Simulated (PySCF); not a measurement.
**Radial density of Co⁺ (cobalt, charge +1)**

PBE, [Ar] 3d8, high-spin 3F determinant. Computed with PySCF 2.14 in x2c-TZVPall (6s5p4d1f, 48 functions), with the spin-free X2C one-electron Hamiltonian (Gaussian nucleus).

| r (bohr) | 4πr²ρ (e/bohr) | 4πr²(ρα − ρβ) |
| --- | --- | --- |
| 0.000956 | 0.2151 | 0.0000 |
| 0.00161 | 0.5431 | 0.0000 |
| 0.00270 | 1.358 | 0.0000 |
| 0.00455 | 3.281 | 0.0000 |
| 0.00765 | 7.436 | 0.0000 |
| 0.0129 | 15.14 | 0.0001 |
| 0.0217 | 25.76 | 0.0001 |
| 0.0364 | 32.65 | 0.0004 |
| 0.0613 | 28.42 | 0.0020 |
| 0.103 | 26.82 | 0.0164 |
| 0.173 | 36.59 | 0.1200 |
| 0.292 | 22.77 | 0.5949 |
| 0.490 | 15.60 | 1.5477 |
| 0.825 | 16.58 | 1.7131 |
| 1.39 | 4.950 | 0.7727 |
| 2.33 | 0.8223 | 0.1511 |
| 3.92 | 0.06579 | 0.0065 |
| 6.60 | 0.001011 | 0.0000 |

Densities and radii are taken from the X2C orbitals without a picture-change correction, which distorts them close to the nucleus.
